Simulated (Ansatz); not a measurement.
Molecule (SMILES): [GeH2] (GeH2) (closed-shell singlet).
Atoms: Ge1, H2, H3. Bonds: Ge1-H2, Ge1-H3.

Basis-set convergence of the optimised Ge1-H2 bond length at MP2 with Ansatz (a program for electronic structure). The reference of a correlated method is not its basis-set limit, which lies further on. Cartesian d functions, on some or all atoms, in 6-31G*; all else is spherical. Cores are frozen (with 3d on Ga to Br). A restricted Hartree-Fock determinant is unstable towards unrestricted orbitals. No added dispersion term, no relativity. Reference: the value in aug-cc-pVQZ, 1.5866 Å, itself unsure by roughly 0.0008 Å (its mean distance from cc-pV5Z, def2-QZVPP, cc-pVQZ). Deviations are taken from unrounded values. Cost is core time over that of 6-311G**, rough, on shared machines of one kind. It counts the whole optimisation.

| basis | functions | optimised Ge1-H2 bond length (Å) | minus reference (Å) | cost |
|---|---|---|---|---|
| cc-pVDZ | 37 | 1.5911 | 0.0045 | 0.7× |
| 6-31G* | 39 | 1.5994 | 0.0128 | 0.8× |
| 6-311G** | 56 | 1.5847 | -0.0019 | 1× |
| def2-TZVP | 60 | 1.5882 | 0.0016 | 0.9× |
| cc-pVTZ | 71 | 1.5871 | 0.0005 | 2× |
| pcseg-2 | 71 | 1.5865 | -0.0001 | 1× |
| aug-cc-pVTZ | 105 | 1.5882 | 0.0016 | 4× |
| cc-pVQZ | 128 | 1.5858 | -0.0008 | 5× |
| def2-QZVPP | 149 | 1.5855 | -0.0011 | 10× |
